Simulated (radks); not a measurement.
All-electron atom: neutral oxygen in [He] 2p4 3p2 (not the ground configuration). Method: Dirac Kohn-Sham, PBE, spin-unpolarised, spherical densities, point nucleus; open shells fill j = l - 1/2 first; computed with a radial shooting solver on a logarithmic mesh with Libxc functionals.

Normalised radial functions P(r) = r R(r) (large component), r in bohr:

r	1s1/2	2p3/2
0.008018	0.3268	0.0011
0.01027	0.4110	0.0018
0.01317	0.5144	0.0030
0.01687	0.6397	0.0048
0.02162	0.7888	0.0077
0.02771	0.9625	0.0123
0.03551	1.1585	0.0196
0.0455	1.3706	0.0310
0.05831	1.5862	0.0485
0.07472	1.7850	0.0748
0.09652	1.9425	0.1151
0.1237	2.0138	0.1711
0.1585	1.9718	0.2482
0.2031	1.7966	0.3494
0.2603	1.4949	0.4742
0.3335	1.1095	0.6158
0.4274	0.7131	0.7589
0.5477	0.3829	0.8791
0.7018	0.1638	0.9439
0.8994	0.0525	0.9233
1.153	0.0117	0.8067
1.477	0.0016	0.6150
1.893	0.0001	0.3982
2.425	0.0000	0.2113
3.108	0.0000	0.0893
3.983	0.0000	0.0283
5.104	0.0000	0.0062
6.54	0.0000	0.0008
8.381	0.0000	0.0001
10.74	0.0000	0.0000
13.76	0.0000	0.0000

1s1/2: eigenvalue -542.11 eV, 0 radial nodes, <r> = 0.199 bohr, 90 % of the charge inside 0.357 bohr. 2p3/2: eigenvalue -28.878 eV, 0 radial nodes, <r> = 1.03 bohr, 90 % of the charge inside 1.72 bohr.
